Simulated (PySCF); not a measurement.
**A basis-limit estimate, worked out**

An elementary step of SiNH₅ClF, closed shell (SiNH₄Cl ([NH2][SiH2][Cl]) + HF → SiNH₄F ([NH2][SiH2][F]) + HCl; bonds formed: Si1–F7, Cl2–H6; bonds broken: Si1–Cl2, H6–F7). “Start” is the structure reached by relaxing down from the saddle towards the reactants; PBE0-D4/def2-TZVP structures. The saddle:

| atom | x (Å) | y (Å) | z (Å) |
| --- | --- | --- | --- |
| Si1 | -0.4056 | -0.3211 | 0.0090 |
| Cl2 | 1.3474 | -1.9640 | 0.7038 |
| H3 | -0.6539 | -1.2913 | -1.0849 |
| H4 | -1.4043 | -0.5363 | 1.0721 |
| N5 | -0.3457 | 1.1130 | -0.8828 |
| H6 | 1.3130 | -0.5699 | 1.3045 |
| F7 | 0.7571 | 0.4445 | 1.2670 |
| H8 | -0.0876 | 2.0128 | -0.5165 |
| H9 | -0.5205 | 1.1124 | -1.8721 |

Program: PySCF 2.14 with density fitting (its default auxiliary sets; JK sets also for MP2 and CCSD(T)). Basis: def2-TZVPP and def2-QZVPP. Cores are frozen in the correlated methods.

Energies in eV:

| quantity | saddle | start |
| --- | --- | --- |
| Hartree–Fock, triple zeta (X = 3) | -24635.86657 | -24637.64569 |
| Hartree–Fock, quadruple zeta (X = 4) | -24636.67582 | -24638.44850 |
| MP2 correlation, X = 3 | -22.45208 | -21.91810 |
| MP2 correlation, X = 4 | -24.42501 | -23.89019 |
| CCSD(T) correlation, X = 3 | -24.34556 | -23.85151 |

Problem. Work out the barrier at the basis limit: extrapolate Hartree–Fock as E(X) = E∞ + A exp(−7.88 √X) and the MP2 correlation as E(X) = E∞ + B X^−2.97 (the exponents that Neese and Valeev fitted for def2-TZVPP and QZVPP), then add CCSD(T) − MP2 in triple zeta.

Solution. Each step is linear, so take the differences first (saddle − start): Hartree–Fock 1.77912 (X = 3) and 1.77268 (X = 4); MP2 correlation -0.53398 and -0.53482; CCSD(T) correlation -0.49405.
Two points give E∞ = E(4) + w [E(4) − E(3)], with w = 1/(exp(7.88 (2 − √3)) − 1) = 0.1377 for Hartree–Fock and w = 1/((4/3)^2.97 − 1) = 0.7407 for the correlation.
Hartree–Fock: 1.77268 + 0.1377 × (-0.00644) = 1.7718 eV.
MP2 correlation: -0.53482 + 0.7407 × (-0.00084) = -0.5354 eV.
CCSD(T) − MP2: -0.49405 − (-0.53398) = 0.0399 eV.
Sum: 1.7718 + (-0.5354) + 0.0399 = 1.2763 eV, or 29.43 kcal/mol. Plain CCSD(T) in triple zeta gives 1.2851 eV, so the larger basis shifts the result by -0.0088 eV.

T1 diagnostic: at most 0.012.

Labels in which every atom is bracketed show which atoms are joined, not bond orders.

For scale, one of the runs: CCSD(T)/def2-TZVPP, 216 basis functions, launched by `OMP_NUM_THREADS=4 python run.py`. Hardware: 4 CPU threads of an AMD EPYC 7B13, shared host. Wall time 5.7 min; peak host memory 3.4 GiB.
